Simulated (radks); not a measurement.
Valence configurations of Tc3+ (all share [Kr]). All-electron calculation, Dirac Kohn-Sham, PBE, spin-unpolarised, spherical densities, point nucleus; open shells fill j = l - 1/2 first. Program: a radial shooting solver on a logarithmic mesh with Libxc functionals. Energies are relative to 4d4; eigenvalues in eV.

valence      E (eV)  e(4d3/2)  e(5p1/2)  e(5p3/2)  e(5s1/2)
4d4           0.000   -35.259         -         -         -
4d3.5 5s0.5   3.992   -37.054         -         -   -28.617
4d3 5s1       8.441   -38.883         -         -   -29.521
4d3 5p1      14.812   -39.774   -23.697         -         -
4d2 5s2      18.747   -42.611         -         -   -31.344
4d2 5s1 5p1  25.444   -43.474   -25.164         -   -31.879
4d2 5p2      32.175   -44.319   -25.648         -         -
4d1 5s1 5p2  45.101   -48.053   -27.028         -   -34.108
4d1 5p3      52.781   -48.978   -27.532   -26.948         -
5p4          76.271         -   -29.298   -28.658         -

NIST lists [Kr] 4d4 as the ground configuration; this level of theory agrees among the configurations tried. The energies are those of spherical spin-averaged densities, not of single terms.
